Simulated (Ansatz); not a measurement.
Basis-set extrapolation for FH₄O₂Si₂, SMILES `O[Si](O)(F)[SiH2]` radical (PBE0-D4/def2-TZVP geometry, frozen core, Ansatz). Multiplicity 2, UHF reference.

|  | def2-TZVPP | def2-QZVPP |
| --- | --- | --- |
| HF | -829.645484 | -829.676168 |
| MP2 correlation | -0.944670 | -1.026699 |
| CCSD(T) correlation | -1.007103 | not run |

Energies in hartree. Use E(X) = E(∞) + A·exp(−7.88·√X) for Hartree–Fock and E(X) = E(∞) + B·X^(−2.97) for correlation, with X = 3 and 4, and add CCSD(T) minus MP2 of the smaller set to the MP2 limit.

Problem. What is the CCSD(T) energy at the basis-set limit?

Solution. HF limit: -829.676168 + (-0.030684) × 0.13774 = -829.68039. MP2 limit: -1.026699 + (-0.082029) × 0.74074 = -1.08746. Higher-order term: -1.007103 − (-0.944670) = -0.06243. Total: -830.83028 hartree, 466.5 kJ/mol below CCSD(T)/def2-TZVPP.
